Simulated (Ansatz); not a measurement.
Ansatz (a first-principles code) input:

Ansatz 0.2 input:
```yaml
crystal:
  periodic: [false, false, false]
  atoms:
    - {symbol: Bi, position_ang: [-0.25936826, -0.14047736, 0.35475257]}
    - {symbol: Cl, position_ang: [-0.27877501, 1.98066989, -0.88423080]}
    - {symbol: Cl, position_ang: [1.54510241, -1.29480986, -0.84779644]}
basis:
  gaussian:
    orbitals: def2-TZVP
hamiltonian:
  xc: {name: wB97X-V}
magnetization: {spin_polarized: true, initial_magnetization: 1}
relax: {f_tol: 0.003, max_steps: 100}
```

Predict the final energy.

-1134.97353 Eh (wB97X-V/def2-TZVP). The basis has 124 functions.

It need not be the lowest isomer of its formula.
